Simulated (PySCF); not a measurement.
# Al⁺: excitation energy

Al⁺ [Ne] 3s2 (1S) → Al⁺ [Ne] 3s1 3p1 (3P), as a difference of total energies. Calculation: PySCF 2.14, in x2c-TZVPPall (5s5p3d1f, 42 functions); scalar relativity by spin-free X2C-1e. Correlated levels: valence: [Ne] frozen. The calculations carry no spin-orbit coupling.

Problem. Order these methods by the excitation energy they give, lowest first.
A. SCS-MP2 (valence)
B. MP2 (valence)
C. UHF
D. CCSD (valence)

Solution. C (3.581 eV), B (4.263 eV), A (4.457 eV), D (4.529 eV).

Errors of the correlated levels include the incompleteness of this basis and the frozen core.

The basis was made for the ground configuration and has no added diffuse functions, so the excitation energy can come out too high.

With two correlated electrons CCSD is exact in that space.

For comparison: 4.651 eV (measured; NIST levels, between the centres of gravity of the two terms).
